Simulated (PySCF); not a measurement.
# Radial density of Pd (palladium, neutral)

UHF, [Kr] 4d10, closed-shell 1S. All numbers are calculated (PySCF 2.14, scalar relativity through the core potential, in def2-TZVP with the def2 core potential (28 electrons) (6s4p3d1f, 40 functions)). This is the valence pseudo-density: the core potential removes the inner electrons and smooths the orbitals near the nucleus.

```json
{"r (bohr)": "0.0339", "4πr²ρ (e/bohr)": "1.059e-05"}
{"r (bohr)": "0.0569", "4πr²ρ (e/bohr)": "4.944e-05"}
{"r (bohr)": "0.0958", "4πr²ρ (e/bohr)": "0.0003803"}
{"r (bohr)": "0.161", "4πr²ρ (e/bohr)": "0.004659"}
{"r (bohr)": "0.271", "4πr²ρ (e/bohr)": "0.08249"}
{"r (bohr)": "0.456", "4πr²ρ (e/bohr)": "1.978"}
{"r (bohr)": "0.767", "4πr²ρ (e/bohr)": "14.52"}
{"r (bohr)": "1.29", "4πr²ρ (e/bohr)": "12.10"}
{"r (bohr)": "2.17", "4πr²ρ (e/bohr)": "2.667"}
{"r (bohr)": "3.65", "4πr²ρ (e/bohr)": "0.2995"}
{"r (bohr)": "6.14", "4πr²ρ (e/bohr)": "0.002750"}
```

Energies and moments cover only the electrons outside the core potential.
